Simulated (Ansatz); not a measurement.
Cost and result for the atomization energy of C2H4FGaO (`F[CH]1O[CH2][GaH]1`) (9 atoms, 9 bonds).

| atom | x (Å) | y (Å) | z (Å) |
| --- | --- | --- | --- |
| F1 | 1.714 | 0.319 | 1.154 |
| C2 | 0.375 | -0.095 | 1.131 |
| O3 | -0.426 | 0.906 | 0.604 |
| C4 | -0.546 | 0.697 | -0.819 |
| Ga5 | 0.069 | -1.196 | -0.543 |
| H6 | 0.099 | -0.277 | 2.171 |
| H7 | 0.131 | 1.355 | -1.372 |
| H8 | -1.572 | 0.904 | -1.129 |
| H9 | 0.156 | -2.613 | -1.195 |

Total charge 0; spin multiplicity 1. Correlated methods include outer-core shells of Ga, which these sets cover unevenly. Scalar relativity is left out up to krypton. All single points use the PBE0-D4/def2-TZVP geometry. Program: Ansatz. All runs use 4 threads of an Arm Neoverse V1 on a shared host. Times are those of one run each, without the atoms' runs, and a repeat can differ threefold. Electronic energies, without spin–orbit coupling; frozen cores. CCSD(T)/CBS adds CCSD(T) − MP2 in def2-TZVPP to the MP2 limit, and its time is that of the two runs behind it. T1 = 0.014. With those shells the extrapolation isn't a true limit. B3LYP takes the VWN-RPA correlation (the form of Gaussian; ORCA's B3LYP/G).

CCSD(T)/CBS is a level of theory with its own doubt, some kJ/mol a heavy atom from the limit and from the frozen cores, so smaller differences don't rank the functionals.

```json
{"level": "revPBE-D4/def2-TZVPP", "functions": "228", "wall time": "2.1 s", "atomization (kcal/mol)": "750.2", "difference from CCSD(T)/CBS": "0.2", "per bond": "0.0"}
{"level": "BLYP-D4/def2-TZVPP", "functions": "228", "wall time": "2.1 s", "atomization (kcal/mol)": "748.6", "difference from CCSD(T)/CBS": "-1.4", "per bond": "-0.2"}
{"level": "PBE0-D4/def2-TZVPP", "functions": "228", "wall time": "3.1 s", "atomization (kcal/mol)": "752.3", "difference from CCSD(T)/CBS": "2.3", "per bond": "0.3"}
{"level": "CAM-B3LYP-D4/def2-TZVPP", "functions": "228", "wall time": "3.4 s", "atomization (kcal/mol)": "751.4", "difference from CCSD(T)/CBS": "1.4", "per bond": "0.2"}
{"level": "B3LYP-D4/def2-TZVPP (with forces)", "functions": "228", "wall time": "4.6 s", "atomization (kcal/mol)": "743.8", "difference from CCSD(T)/CBS": "-6.2", "per bond": "-0.7"}
{"level": "r2SCAN-D4/def2-TZVPP (with forces)", "functions": "228", "wall time": "4.9 s", "atomization (kcal/mol)": "754.6", "difference from CCSD(T)/CBS": "4.6", "per bond": "0.5"}
{"level": "r2SCANh-D4/def2-TZVPP", "functions": "228", "wall time": "5.5 s", "atomization (kcal/mol)": "746.4", "difference from CCSD(T)/CBS": "-3.6", "per bond": "-0.4"}
{"level": "PBE-QIDH/def2-TZVPP", "functions": "228", "wall time": "6 s", "atomization (kcal/mol)": "745.5", "difference from CCSD(T)/CBS": "-4.5", "per bond": "-0.5"}
{"level": "ωB97X-V/def2-TZVPP", "functions": "228", "wall time": "8 s", "atomization (kcal/mol)": "753.2", "difference from CCSD(T)/CBS": "3.2", "per bond": "0.4"}
{"level": "CCSD(T)/def2-SVP", "functions": "108", "wall time": "9 s", "atomization (kcal/mol)": "706.4", "difference from CCSD(T)/CBS": "-43.6", "per bond": "-4.8"}
{"level": "MP2/def2-QZVPP", "functions": "437", "wall time": "23 s", "atomization (kcal/mol)": "763.2", "difference from CCSD(T)/CBS": "13.2", "per bond": "1.5"}
{"level": "CCSD(T)/def2-TZVPP", "functions": "228", "wall time": "3.2 min", "atomization (kcal/mol)": "730.6", "difference from CCSD(T)/CBS": "-19.4", "per bond": "-2.2"}
{"level": "CCSD(T)/CBS(def2)", "functions": "–", "wall time": "3.6 min", "atomization (kcal/mol)": "750.0", "difference from CCSD(T)/CBS": "0.0", "per bond": "0.0"}
```

Leaving LDA and LC-ωPBE aside and taking each functional with its dispersion term where it has one, the values, not all of them listed here, spread over 64.6 kcal/mol, from BHLYP-D4 to PBE-D4. LDA lies +120.7 kcal/mol from PBE without D4, its usual overbinding. From BLYP to BHLYP (50 % exact exchange), in def2-TZVPP and without D4, the atomization energy moves by −33.4 kcal/mol: exact exchange takes away binding that semilocal exchange gives to molecules. In def2-TZVPP, CCSD(T) changes the Hartree–Fock value by +225.7 kcal/mol (the triples alone add +15.6 kcal/mol) and MP2 by +247.0 kcal/mol; breaking electron pairs costs correlation energy, which Hartree–Fock lacks.
